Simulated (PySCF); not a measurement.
PySCF input (M06-2X/6-311+G**):

```python
from pyscf import gto, dft

mol = gto.M(
    atom='''
    B    -0.00000000   -0.00000000   -0.20551333
    H     0.00000000    0.00000000    1.02756663
    ''',
    basis='6-311+g**',
    charge=0,
    spin=0,
    verbose=4,
)

mf = dft.RKS(mol, xc='m062x')
mf.grids.level = 4
mf.conv_tol = 1e-9
mf.max_cycle = 100
mf.max_memory = 1500
mf.kernel()
if not mf.converged:
    mf = mf.newton()
    mf.kernel(mf.make_rdm1())
mf.dip_moment()
```

From the last part of the output:

```
******** <class 'pyscf.dft.rks.RKS'> ********
method = RKS
initial guess = minao
damping factor = 0
level_shift factor = 0
DIIS = <class 'pyscf.scf.diis.CDIIS'>
diis_start_cycle = 1
diis_space = 8
diis_damp = 0
SCF conv_tol = 1e-09
SCF conv_tol_grad = None
SCF max_cycles = 100
direct_scf = True
direct_scf_tol = 1e-13
XC library pyscf.dft.libxc version 7.1.2
    S. Lehtola, C. Steigemann, M. J. T. Oliveira, and M. A. L. Marques,  SoftwareX 7, 1–5 (2018)
XC functionals = m062x
    Y. Zhao and D. G. Truhlar,  Theor. Chem. Acc. 120, 215 (2008)
    Y. Zhao and D. G. Truhlar,  Theor. Chem. Acc. 120, 215 (2008)
radial grids:
    Treutler-Ahlrichs [JCP 102, 346 (1995); DOI:10.1063/1.469408] (M4) radial grids

becke partition: Becke, JCP 88, 2547 (1988); DOI:10.1063/1.454033
pruning grids: <function nwchem_prune>
grids dens level: 4
symmetrized grids: False
atomic radii adjust function: <function treutler_atomic_radii_adjust>
small_rho_cutoff = 0
Set gradient conv threshold to 3.16228e-05
Initial guess from minao.
tot grids = 43816
init E= -25.1416408652675
  HOMO = -0.203717558929258  LUMO = -0.0667353075312248  gap/eV = 3.72748
cycle= 1 E= -25.2743275158839  delta_E= -0.133  |g|= 0.119  |ddm|= 0.901
  HOMO = -0.297987189769954  LUMO = -0.0652437396730027  gap/eV = 6.33327
cycle= 2 E= -25.2799984970783  delta_E= -0.00567  |g|= 0.0331  |ddm|= 0.186
  HOMO = -0.281504108046059  LUMO = -0.0469123108057515  gap/eV = 6.38357
cycle= 3 E= -25.2804381191964  delta_E= -0.00044  |g|= 0.00671  |ddm|= 0.0846
  HOMO = -0.284156185524751  LUMO = -0.048410514094239  gap/eV = 6.41497
cycle= 4 E= -25.2804696271567  delta_E= -3.15e-05  |g|= 0.0015  |ddm|= 0.0146
  HOMO = -0.283907546110697  LUMO = -0.0481533402372865  gap/eV = 6.41520
cycle= 5 E= -25.2804717053292  delta_E= -2.08e-06  |g|= 0.00019  |ddm|= 0.00549
  HOMO = -0.283917362159322  LUMO = -0.048147612926453  gap/eV = 6.41562
cycle= 6 E= -25.2804717400122  delta_E= -3.47e-08  |g|= 8.68e-06  |ddm|= 0.00077
  HOMO = -0.28391983596272  LUMO = -0.0481495005861134  gap/eV = 6.41564
cycle= 7 E= -25.2804717400719  delta_E= -5.97e-11  |g|= 1.39e-06  |ddm|= 3.91e-05
  HOMO = -0.28392016837663  LUMO = -0.0481496453921435  gap/eV = 6.41564
Extra cycle  E= -25.2804717400733  delta_E= -1.42e-12  |g|= 2.57e-07  |ddm|= 5.57e-06
converged SCF energy = -25.2804717400733
Dipole moment(X, Y, Z, Debye):  0.00000, -0.00000,  1.60866
```
